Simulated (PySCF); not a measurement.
B(F)(Et)(NH2) (C₂H₇BFN), SMILES CCB(N)F. Atoms are numbered in the order given.

```xyz
12

B     -0.1241     0.3871     0.4197
F     -1.3066    -0.1649     0.7814
C      0.4215     0.1110    -1.0386
C      0.3732    -1.3737    -1.4262
H      1.4434     0.5103    -1.1584
H     -0.2126     0.6904    -1.7362
H     -0.6473    -1.7748    -1.3230
H      1.0291    -1.9788    -0.7784
H      0.6951    -1.5383    -2.4671
N      0.5333     1.1777     1.3749
H      0.1480     1.3488     2.2957
H      1.4236     1.6231     1.2009
```
Charge 0, spin multiplicity 1.

Geometry optimised at ωB97X-D3(BJ)/def2-SVP. The values are those of a single conformer.

All values below come from r2SCAN/def2-TZVP run with PySCF.

ESP charges are fitted to the potential on shells at 1.4 to 2.0 van der Waals radii. Atomic charges (e):

```
atom     ESP fit    IAO
----  ----------  -----
B1          0.65   0.53
F2         -0.30  -0.35
C3    (withheld)  -0.44
C4    (withheld)  -0.41
H5          0.02   0.14
H6          0.02   0.15
H7    (withheld)   0.14
H8    (withheld)   0.14
H9    (withheld)   0.14
N10   (withheld)  -0.61
H11         0.46   0.28
H12         0.42   0.28
```

Task: Complete the blanks. (The exact figures need the calculation; the answer reports its results.)

Result: 
- C3, ESP fit: -0.08
- C4, ESP fit: -0.27
- H7, ESP fit: 0.07
- H8, ESP fit: 0.07
- H9, ESP fit: 0.07
- N10, ESP fit: -1.14

Computed Mayer and Wiberg (Löwdin basis) orders of the bonds:
```csv
bond,Mayer,Wiberg
B1–F2,1.11,1.97
B1–C3,1.02,1.20
C3–C4,0.96,1.26
C3–H5,0.95,0.82
C3–H6,0.94,0.80
C4–H7,0.97,0.90
C4–H8,0.98,0.91
C4–H9,0.98,0.91
B1–N10,1.35,1.84
N10–H11,0.91,0.90
N10–H12,0.92,0.90
```
